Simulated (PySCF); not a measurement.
C2H7BeN, SMILES [Be]([CH2]C)[NH2].

Geometry optimised at PBE0-D3(BJ)/def2-SVP. The values are those of a single conformer.

The numbers are results of PySCF with C-PCM-M06-2X/def2-SVP, not measurements.

The values are the electrostatic part of the solvation free energy, E(continuum) − E(gas) at the gas-phase geometry, in a cavity of scaled van der Waals radii (PySCF's table); cavitation and dispersion terms are not included. A continuum can't describe solvent molecules that bind to the metal. In vacuum the orbital gap is 9.57 eV. The dipole moment in vacuum is 1.34 D.

Computed values in water (ε = 78.36), acetone (ε = 20.49), ethanol (ε = 24.85):
| solvent | ε | ΔG(elec) (kcal/mol) | dipole (D) | gap (eV) |
|---|---|---|---|---|
| water | 78.36 | -3.7 | 1.63 | 9.66 |
| acetone | 20.49 | -3.5 | 1.61 | 9.66 |
| ethanol | 24.85 | -3.6 | 1.62 | 9.66 |
